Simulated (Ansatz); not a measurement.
Start from `NC[S][AlH2]` and change one atom or group to get `NCS[SiH3]`.

Ansatz, PBE0-D4/def2-TZVP geometries, multiplicity 1. Each molecule was computed in one conformer, which needn't be the lowest.

| property | `NC[S][AlH2]` |
| --- | --- |
| HOMO energy (PBE0/def2-TZVPP) / eV | -7.13 |
| zero-point energy (PBE0-D4/def2-TZVP) / kJ/mol | 185.1 |
| ideal-gas entropy at 298 K and 1 bar (rigid rotor, harmonic PBE0-D4/def2-TZVP) / J/(mol·K) | 339 |
| LUMO energy (ωB97M-V/def2-TZVPP) / eV | 0.32 |
| LUMO energy (PBE0/def2-TZVPP) / eV | -1.29 |
| HOMO energy (PBE/def2-TZVPP) / eV | -5.75 |

Give the same properties after the change, and the shifts. (Best estimate.)

The calculation gave: 
```
                                                                                  property  `NCS[SiH3]`  shift
                                                        HOMO energy (PBE0/def2-TZVPP) / eV        -6.85   0.28
                                            zero-point energy (PBE0-D4/def2-TZVP) / kJ/mol        214.6   29.5
ideal-gas entropy at 298 K and 1 bar (rigid rotor, harmonic PBE0-D4/def2-TZVP) / J/(mol·K)          344      5
                                                     LUMO energy (ωB97M-V/def2-TZVPP) / eV         1.88   1.56
                                                        LUMO energy (PBE0/def2-TZVPP) / eV         0.20   1.49
                                                         HOMO energy (PBE/def2-TZVPP) / eV        -5.60   0.15
```

With PBE0 the HOMO rises by 0.28 eV and the LUMO rises by 1.49 eV, so the gap widens by about 1.21 eV. PBE moves the HOMO by 0.15 eV and ωB97M-V by 0.33 eV. The zero-point energy changes by 29.5 kJ/mol with +3 modes. Modes under 60 cm⁻¹, often nearly free rotors, make the harmonic entropy too high.
